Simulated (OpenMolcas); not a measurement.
V2+ in a point-charge field

V2+ among 5 point charges of -2.6 e arranged as a trigonal bipyramid (D3h), 1.78 Å from the ion, with the axial distance 1.655 Å. The active orbitals were held to one l.

| Quantity | Value |
| --- | --- |
| Program | OpenMolcas |
| Method | CASSCF |
| Basis | ANO-RCC-VDZP [5s4p2d1f] |
| Scalar Hamiltonian | DKH2, point nucleus |
| Active space | 3 electrons in 5 orbitals (3d) |
| State averaging | 2S+1 = 4 even, 10 roots; 2S+1 = 2 even, 40 roots |
| Spin-orbit coupling | state interaction with AMFI integrals over the reference wave functions |

The lowest spin-free states (labels of D3, the rotations of D3h), above the lowest:

```json
{"State": "4E", "Degeneracy": "2", "E (cm-1)": "0.0", "Free-ion L (%)": "F (100)"}
{"State": "4E", "Degeneracy": "2", "E (cm-1)": "5933", "Free-ion L (%)": "F (66)"}
{"State": "2E", "Degeneracy": "2", "E (cm-1)": "12634", "Free-ion L (%)": "G (67)"}
{"State": "2E", "Degeneracy": "2", "E (cm-1)": "13688", "Free-ion L (%)": "G (62)"}
{"State": "2E", "Degeneracy": "2", "E (cm-1)": "14679", "Free-ion L (%)": "G (45)"}
{"State": "2A1", "Degeneracy": "1", "E (cm-1)": "14865", "Free-ion L (%)": "G (60)"}
{"State": "2A2", "Degeneracy": "1", "E (cm-1)": "16611", "Free-ion L (%)": "P (56)"}
{"State": "2E", "Degeneracy": "2", "E (cm-1)": "16774", "Free-ion L (%)": "H (100)"}
{"State": "2E", "Degeneracy": "2", "E (cm-1)": "19207", "Free-ion L (%)": "D (47)"}
{"State": "2S+1 = 2", "Degeneracy": "2", "E (cm-1)": "19215", "Free-ion L (%)": "G (49)"}
{"State": "2E", "Degeneracy": "2", "E (cm-1)": "19494", "Free-ion L (%)": "H (52)"}
{"State": "2S+1 = 4", "Degeneracy": "2", "E (cm-1)": "22484", "Free-ion L (%)": "F (100)"}
{"State": "4A2", "Degeneracy": "1", "E (cm-1)": "24959", "Free-ion L (%)": "F (96)"}
{"State": "4E", "Degeneracy": "2", "E (cm-1)": "28674", "Free-ion L (%)": "P (66)"}
{"State": "2E", "Degeneracy": "2", "E (cm-1)": "30022", "Free-ion L (%)": "D (35)"}
{"State": "4A2", "Degeneracy": "1", "E (cm-1)": "34309", "Free-ion L (%)": "P (96)"}
{"State": "2S+1 = 2", "Degeneracy": "2", "E (cm-1)": "37427", "Free-ion L (%)": "H (63)"}
{"State": "2E", "Degeneracy": "2", "E (cm-1)": "38202", "Free-ion L (%)": "D (44)"}
{"State": "2E", "Degeneracy": "2", "E (cm-1)": "38211", "Free-ion L (%)": "G (31)"}
{"State": "2A2", "Degeneracy": "1", "E (cm-1)": "39930", "Free-ion L (%)": "H (64)"}
```

The lowest levels with spin-orbit coupling:

| E (cm-1) | Degeneracy | Label | 2S+1 | g |
| --- | --- | --- | --- | --- |
| 0.0 | 2 | E1/2 | 4 | 0.00 0.00 2.01 |
| 103.6 | 2 | E3/2 | 4 | 0.00 0.00 2.00 |
| 209.8 | 2 | E1/2 | 4 | 0.00 0.00 6.00 |
| 318.6 | 2 | E1/2 | 4 | 0.00 0.00 10.01 |
| 6032 | 2 | E1/2 | 4 | 0.28 0.28 4.00 |
| 6071 | 2 | E1/2 | 4 | 0.00 0.32 0.32 |
| 6112 | 2 | E3/2 | 4 | 0.00 0.00 4.00 |
| 6155 | 2 | E1/2 | 4 | 0.00 0.00 8.01 |
| 12647 | 2 | E1/2 | 2 | 0.00 0.00 6.00 |
| 12936 | 2 | E3/2 | 2 | 0.00 0.00 10.00 |
| 13839 | 2 | E1/2 | 2 | 0.00 0.00 6.00 |
| 13858 | 2 | E3/2 | 2 | 0.00 0.00 2.00 |
| 14752 | 2 | E3/2 | 2 | 0.00 0.00 4.00 |
| 14865 | 2 | E1/2 | 2 | 0.56 1.63 1.63 |
| 15073 | 2 | E1/2 | 2 | 1.44 3.64 3.64 |
| 16780 | 2 | E1/2 | 2 | 2.00 2.03 2.03 |
| 16884 | 2 | E3/2 | 2 | 0.00 0.00 8.00 |
| 16992 | 2 | E1/2 | 2 | 0.00 0.00 12.00 |
| 19194 | 2 | E1/2 | 2 | 0.00 0.02 0.02 |
| 19326 | 2 | E1/2 | 2 | 0.00 0.00 8.00 |

Powder χT (cm3 K/mol): 0.146 at 2 K, 0.224 at 10 K, 0.603 at 50 K, 0.989 at 100 K, 1.49 at 200 K, 1.76 at 300 K. The effective moment at 300 K is 2.828 √(χT) = 3.75 μB.

The lowest level has 2S+1 = 4, for which the spin-only value is χT = S(S+1) / 2 = 1.875 cm3 K/mol (g = 2). The computed 1.758 at 300 K differs by -0.117, through orbital momentum, spin-orbit coupling and any other state in reach.

An orbital doublet at a regular site is open to a Jahn-Teller distortion, which this geometry leaves out. Without dynamic correlation the repulsion within the d shell is too large (B by tens of per cent), so at a given field states of lower spin stand too high. This is an electrostatic model: the charges have no orbitals. An unlabelled pair can be two single states that coincide in this model. No measured value stands beside these numbers.

A state without a sure symmetry label is named by its multiplicity alone.
